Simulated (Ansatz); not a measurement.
One change: `[CH3][Ti]([F])([F])[F]` becomes `[CH3][Ti]([CH3])([F])[F]`.

Ansatz, PBE0-D4/def2-TZVP geometries, multiplicity 1. 

Scalar relativity is left out up to krypton.

```csv
property,`[CH3][Ti]([F])([F])[F]`
LUMO energy (PBE0/def2-TZVPP) / eV,-2.48
LUMO energy (B3LYP/def2-TZVPP) / eV,-2.82
HOMO–LUMO gap (B3LYP/def2-TZVPP) / eV,5.85
HOMO energy (PBE0/def2-TZVPP) / eV,-8.90
LUMO energy (PBE/def2-TZVPP) / eV,-3.59
"ideal-gas entropy at 298 K and 1 bar (rigid rotor, harmonic PBE0-D4/def2-TZVP) / J/(mol·K)",343
```

(1) What does the change do to each property? (Best estimate.)

Answers

(1) Computed: 
```csv
property,`[CH3][Ti]([CH3])([F])[F]`,shift
LUMO energy (PBE0/def2-TZVPP) / eV,-2.16,0.32
LUMO energy (B3LYP/def2-TZVPP) / eV,-2.48,0.34
HOMO–LUMO gap (B3LYP/def2-TZVPP) / eV,5.66,-0.19
HOMO energy (PBE0/def2-TZVPP) / eV,-8.37,0.53
LUMO energy (PBE/def2-TZVPP) / eV,-3.36,0.23
"ideal-gas entropy at 298 K and 1 bar (rigid rotor, harmonic PBE0-D4/def2-TZVP) / J/(mol·K)",378,35
```

With PBE0 the HOMO rises by 0.53 eV and the LUMO rises by 0.32 eV, so the gap narrows by about 0.21 eV. PBE moves the HOMO by 0.51 eV and ωB97M-V by 0.49 eV. The zero-point energy changes by 83.0 kJ/mol with +9 modes. Modes under 60 cm⁻¹, often nearly free rotors, make the harmonic entropy too high.

B3LYP here is the variant with VWN-RPA as its local correlation; programs differ in this.
